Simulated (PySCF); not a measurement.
SMILES c1(occc1)-c1sccc1C (C₉H₈OS), singlet at its GFN2-xTB optimised geometry (Å):

```
19

C     -1.5779    -2.1888     0.0003
C     -0.1239    -1.8538    -0.0001
C      0.9044    -2.8251    -0.0004
C      2.1522    -2.2926    -0.0003
S      2.1210    -0.5743     0.0000
C      0.3813    -0.5743     0.0000
C     -0.3177     0.6770     0.0000
C      0.1707     1.9624     0.0065
C     -0.9549     2.8129     0.0026
C     -2.0432     1.9951    -0.0059
O     -1.6713     0.7038    -0.0075
H     -1.7145    -3.2671     0.0066
H     -2.0662    -1.7747    -0.8807
H     -2.0681    -1.7641     0.8753
H      0.7120    -3.8836    -0.0005
H      3.0955    -2.8009    -0.0004
H      1.2029     2.2474     0.0132
H     -0.9538     3.8836     0.0058
H     -3.0955     2.1992    -0.0113
```

Level of theory: PySCF 2.14.0 with B3LYP/def2-SVP.

Map of the Laplacian of the electron density (e/bohr⁵) on the plane z = 0.8 Å:

```
|777777777777777777777777777|
|777777777777777777777777777|
|777777777777777777777777777|
|777777777777777777777777777|
|777777777777777777777777777|
|777777777777777777777777777|
|777777777787877777777777777|
|777777777887887777777777777|
|777777777788887777777777777|
|777777777788877777777777777|
|777777778888888777777777777|
|777777778998778777777777777|
|777777778998788777777777777|
|777777777887888887777777777|
|777777777777887786577777777|
|777777777777887887677777777|
|777777777788888888887777777|
|777777774088878888777777777|
|777777778788888887777777777|
|777777778888788788777777777|
|777777777777778787777777777|
|777777777777777777777777777|
|777777777777777777777777777|
|777777777777777777777777777|
|777777777777777777777777777|
|777777777777777777777777777|
|777777777777777777777777777|
```
Scale: ten equal steps from -1.06 (start of '0') to 0.377 (end of '9'), in the order '0123456789'; x runs from -6.00 to 6.00, y from -6.00 (bottom) to 6.00 (top).
